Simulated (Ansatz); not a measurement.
`C[N](C)[AlH][OH]` + HCl → `[OH][AlH][Cl]` + `CNC` at 700 K and 1 bar (ligand exchange at the Al–N bond).

Gas-phase electronic energies from Ansatz, PBE0-D4/def2-TZVP geometries. CCSD(T)/CBS adds triple-zeta CCSD(T) − MP2 to the extrapolated MP2 energy (def2 sets, frozen cores). This one scheme is used for every species. One conformer a species, not always the lowest.

```json
{"species": "`C[N](C)[AlH][OH]`", "CCSD(T)/CBS energy (Eh)": "-452.88698", "H − E (kJ/mol)": "358.1", "S (J/(mol·K))": "487.0"}
{"species": "HCl", "CCSD(T)/CBS energy (Eh)": "-460.38127", "H − E (kJ/mol)": "38.4", "S (J/(mol·K))": "211.8"}
{"species": "`[OH][AlH][Cl]`", "CCSD(T)/CBS energy (Eh)": "-778.29577", "H − E (kJ/mol)": "104.7", "S (J/(mol·K))": "356.1"}
{"species": "`CNC`", "CCSD(T)/CBS energy (Eh)": "-135.00321", "H − E (kJ/mol)": "296.9", "S (J/(mol·K))": "352.4"}
```

H − E and S are ideal-gas, rigid-rotor, harmonic terms from PBE0-D4/def2-TZVP, for one conformer and one mirror image of each species. 1 Eh = 2625.50 kJ/mol, R = 8.31446 J/(mol·K).

Task: By hand: ΔE, ΔH, ΔS and ΔG.

Result: ΔE = (-778.29577) + (-135.00321) − (-452.88698) − (-460.38127) = -0.03073 Eh = -80.7 kJ/mol. Δ(H − E) = 104.7 + 296.9 − 358.1 − 38.4 = 5.1, so ΔH = -75.6 kJ/mol. ΔS = 356.1 + 352.4 − 487.0 − 211.8 = 9.7 J/(mol·K). ΔG = -75.6 − 700 × (9.7)/1000 = -82.4 kJ/mol.

Task: By hand: the equilibrium constant, and the temperature at which ΔG would vanish if ΔH and ΔS stayed fixed.

Result: log₁₀ K = −ΔG/(RT ln 10) = 6.1. ΔH and −TΔS have one sign here, so there is no such temperature.

The number of gas molecules stays the same, so ΔS is small and ΔH decides. A doubt of 5 kJ/mol in ΔE shifts log₁₀ K by 0.4 here. Other conformers and mirror images would add mixing entropy, several J/(mol·K) or more a flexible species. These are equilibria of isolated gas molecules and say nothing of rates. Largest T1 diagnostic: 0.012 (customary marks: 0.02 for closed shells, 0.045 for open ones).

ΔS is within the doubt of such terms, so its sign, and with it that verdict, could turn.
